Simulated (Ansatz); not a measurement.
Ag2 (SMILES [Ag][Ag]), singlet, at a GFN2-xTB geometry (such geometries of metal compounds can be far from the true shape) (core potentials on Ag). Base run: Ansatz (a quantum-chemistry and plane-wave program) with SVWN5/def2-SVP.

Geometry (Å):
```xyz
2

Ag     0.0000     0.0000    -1.2965
Ag     0.0000     0.0000     1.2965
```
All else is at Ansatz's defaults.

Variants of this job, named by their change:

```csv
change,basis functions,E (Eh)
base,62,-293.43161
basis = def2-SV(P),48,-293.43083
basis = def2-SVPD,68,-293.43181
basis = 3-21G,78,-10342.57974
basis = def2-TZVP,80,-293.50170
basis = def2-TZVPD,80,-293.50170
basis = def2-TZVPP,[?],[?]
basis = def2-QZVP,[?],[?]
basis = def2-QZVPP,176,-293.50802
```

Task: Some entries are withheld; supply them.

Result: 
- basis = def2-TZVPP, basis functions: 112
- basis = def2-TZVPP, E (Eh): -293.50250
- basis = def2-QZVP, basis functions: 144
- basis = def2-QZVP, E (Eh): -293.50782

Totals compare only among sets that treat the same electrons; sets with core potentials leave the core out.
